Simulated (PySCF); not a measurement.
Delta-SCF ions had no search for a lower state. Excitations are Tamm–Dancoff values on a coarser integration grid. The basis has no diffuse functions, so Rydberg states are missing or too high.

Z-matrix (Å, degrees):
```
C
C 1 1.2932
H 2 1.0747 1 150.13
C 1 1.4930 2 64.61 3 -179.99
H 4 1.0918 1 119.02 2 -106.70
H 4 1.0918 5 113.76 1 148.27
S 1 1.7074 2 149.52 3 0.00
H 7 1.3421 1 96.27 2 179.99
```
Charge 0, spin multiplicity 1.

Q: Give the S1–T1 gap (TDA), S1 excitation (TDA), HOMO, dipole moment, vertical ionisation energy (Delta-SCF), total energy, T1 excitation (TDA) and LUMO at the level M06-2X/def2-TZVP // PBE0-D3(BJ)/def2-TZVP (PySCF 2.14.0).

A: 
The S1–T1 gap (TDA) is 0.98 eV and the S1 excitation (TDA) is 5.29 eV. The HOMO is -7.56 eV. The dipole moment is 0.57 D and the vertical ionisation energy (Delta-SCF) is 8.74 eV. The total energy comes out as -514.8064 Ha and the T1 excitation (TDA) is 4.31 eV. The LUMO comes out as 1.12 eV.
